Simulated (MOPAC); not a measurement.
A run for MOPAC: AM1 on CH6AlAs (SMILES [CH3][AlH][AsH2]), a point of a torsion scan.

```
AM1 1SCF PRECISE CHARGE=0 THREADS=1
CH6AlAs

C     -1.45441669 1     0.03273498 1    -0.26641950 1
Al    -0.15013392 1    -0.40363229 1     1.17544479 1
As     1.09609256 1    -2.46509974 1     1.31243660 1
H     -2.29139625 1    -0.67660942 1    -0.32305492 1
H     -1.89928406 1     1.02414624 1    -0.11694467 1
H     -1.00468373 1     0.04344248 1    -1.26867759 1
H      0.01096495 1     0.72502048 1     2.24607116 1
H     -0.27460926 1    -3.03377425 1     0.98149903 1
H      1.27116841 1    -2.17524188 1    -0.16978591 1
```

Output:

```
*******************************************************************************
 **                                                                           **
 **                              MOPAC v23.2.5                                **
 **                                                                           **
 *******************************************************************************
 ** MOPAC's Digital Object Identifier: https://doi.org/10.5281/zenodo.6511958 **
 **                                                                           **
 ** Please cite the open-source release paper for use of this MOPAC version:  **
 ** J. E. Moussa and J. J. P. Stewart (2026)                                  **
 ** MOPAC: An open-source semiempirical molecular orbital program             **
 ** J. Open Source Softw., 11(119), 8025, https://doi.org/10.21105/joss.08025 **
 *******************************************************************************

                              AM1 CALCULATION RESULTS

 *******************************************************************************
 *  AM1        - The AM1 Hamiltonian to be used
 *
 *
 *
 *                 CHARGE ON SYSTEM = 0
 *
 *
 *
 *  PRECISE    - TIGHTER CRITERIA TO BE USED
 *  1SCF       - DO 1 SCF AND THEN STOP
 *  THREADS=1  - MULTI-THREADING NOT USED
 *  T=         - A TIME OF 172800.0 SECONDS REQUESTED
 *  DUMP=N     - RESTART FILE WRITTEN EVERY 7200.0 SECONDS REQUESTED
 *******************************************************************************
AM1 1SCF PRECISE CHARGE=0 THREADS=1
 CH6AlAs

   ATOM   CHEMICAL          X               Y               Z
  NUMBER   SYMBOL      (ANGSTROMS)     (ANGSTROMS)     (ANGSTROMS)

     1       C         -1.45441669  *   0.03273498  *  -0.26641950  *
     2      Al         -0.15013392  *  -0.40363229  *   1.17544479  *
     3      As          1.09609256  *  -2.46509974  *   1.31243660  *
     4       H         -2.29139625  *  -0.67660942  *  -0.32305492  *
     5       H         -1.89928406  *   1.02414624  *  -0.11694467  *
     6       H         -1.00468373  *   0.04344248  *  -1.26867759  *
     7       H          0.01096495  *   0.72502048  *   2.24607116  *
     8       H         -0.27460926  *  -3.03377425  *   0.98149903  *
     9       H          1.27116841  *  -2.17524188  *  -0.16978591  *



          CARTESIAN COORDINATES

    NO.       ATOM           X           Y           Z

     1         C         -1.4544      0.0327     -0.2664
     2        Al         -0.1501     -0.4036      1.1754
     3        As          1.0961     -2.4651      1.3124
     4         H         -2.2914     -0.6766     -0.3231
     5         H         -1.8993      1.0241     -0.1169
     6         H         -1.0047      0.0434     -1.2687
     7         H          0.0110      0.7250      2.2461
     8         H         -0.2746     -3.0338      0.9815
     9         H          1.2712     -2.1752     -0.1698

  H: (AM1): M.J.S. DEWAR ET AL, J. AM. CHEM. SOC. 107 3902-3909 (1985)
  C: (AM1): M.J.S. DEWAR ET AL, J. AM. CHEM. SOC. 107 3902-3909 (1985)
 Al: (AM1): M. J. S. Dewar, A. J. Holder, Organometallics, 9, 508-511 (1990).
 As: (AM1): J. J. P. STEWART, J. MOL. MOD., 10, 155-164 (2004)

           Empirical Formula: C H6 Al As  =     9 atoms



      MOLECULAR POINT GROUP   :   Cs


      RHF CALCULATION, NO. OF DOUBLY OCCUPIED LEVELS = 9


 -------------------------------------------------------------------------------
 AM1 1SCF PRECISE CHARGE=0 THREADS=1
 CH6AlAs



     1SCF WAS SPECIFIED, SO BFGS WAS NOT USED
     SCF FIELD WAS ACHIEVED


                              AM1 CALCULATION
                                                       MOPAC v23.2.5 Linux




          FINAL HEAT OF FORMATION =          9.15713 KCAL/MOL =      38.31342 KJ/MOL


          COSMO AREA              =        125.03 SQUARE ANGSTROMS
          COSMO VOLUME            =        116.04 CUBIC ANGSTROMS

          IONIZATION POTENTIAL    =          9.677321 EV
          HOMO LUMO ENERGIES (EV) =         -9.677 -1.354
          NO. OF FILLED LEVELS    =          9
          MOLECULAR WEIGHT        =        119.9615         POINT GROUP:  Cs

          MOLECULAR DIMENSIONS (Angstroms)

            Atom       Atom       Distance
            H     5   As     3     4.81563
            H     7    H     4     3.53208
            H     8    H     9     2.04699


          SCF CALCULATIONS        =          1





   ATOM   CHEMICAL          X               Y               Z
  NUMBER   SYMBOL      (ANGSTROMS)     (ANGSTROMS)     (ANGSTROMS)

     1       C         -1.45441669  *   0.03273498  *  -0.26641950  *
     2      Al         -0.15013392  *  -0.40363229  *   1.17544479  *
     3      As          1.09609256  *  -2.46509974  *   1.31243660  *
     4       H         -2.29139625  *  -0.67660942  *  -0.32305492  *
     5       H         -1.89928406  *   1.02414624  *  -0.11694467  *
     6       H         -1.00468373  *   0.04344248  *  -1.26867759  *
     7       H          0.01096495  *   0.72502048  *   2.24607116  *
     8       H         -0.27460926  *  -3.03377425  *   0.98149903  *
     9       H          1.27116841  *  -2.17524188  *  -0.16978591  *

                             CARTESIAN COORDINATES

   1    C       -1.454416690     0.032734980    -0.266419500
   2   Al       -0.150133920    -0.403632290     1.175444790
   3   As        1.096092560    -2.465099740     1.312436600
   4    H       -2.291396250    -0.676609420    -0.323054920
   5    H       -1.899284060     1.024146240    -0.116944670
   6    H       -1.004683730     0.043442480    -1.268677590
   7    H        0.010964950     0.725020480     2.246071160
   8    H       -0.274609260    -3.033774250     0.981499030
   9    H        1.271168410    -2.175241880    -0.169785910


           Empirical Formula: C H6 Al As  =     9 atoms



      MOLECULAR POINT GROUP   :   Cs


                  EIGENVALUES
 -28.39203 -19.82908 -13.83905 -13.34018 -13.23356 -12.33317 -11.63367 -10.39652
  -9.67732  -1.35407  -0.32153   1.41246   1.43100   2.00841   2.32610   4.64547
   4.74663   5.37180


              NET ATOMIC CHARGES AND DIPOLE CONTRIBUTIONS

  ATOM NO.   TYPE          CHARGE      No. of ELECS.   s-Pop       p-Pop
    1          C          -0.335914        4.3359     1.25015     3.08577
    2         Al           0.085313        2.9147     1.18147     1.73322
    3         As           0.268419        4.7316     1.88747     2.84411
    4          H           0.073984        0.9260     0.92602
    5          H           0.072147        0.9279     0.92785
    6          H           0.074074        0.9259     0.92593
    7          H          -0.052033        1.0520     1.05203
    8          H          -0.092963        1.0930     1.09296
    9          H          -0.093027        1.0930     1.09303
 DIPOLE           X         Y         Z       TOTAL
 POINT-CHG.     1.420    -1.121     1.073     2.104
 HYBRID        -1.948     0.852    -1.985     2.909
 SUM           -0.528    -0.269    -0.912     1.088


          ATOMIC ORBITAL ELECTRON POPULATIONS

     Atom    s        px        py        pz
    1  C   1.25015   1.03026   1.02231   1.03319
    2 Al   1.18147   0.40992   0.73095   0.59235
    3 As   1.88747   0.90514   0.99438   0.94460
    4  H   0.92602
    5  H   0.92785
    6  H   0.92593
    7  H   1.05203
    8  H   1.09296
    9  H   1.09303

 **********************
 *                    *
 * JOB ENDED NORMALLY *
 *                    *
 **********************




 == MOPAC DONE ==
```

The run finished.

Cost: about 0.03 core-seconds (a rough figure).
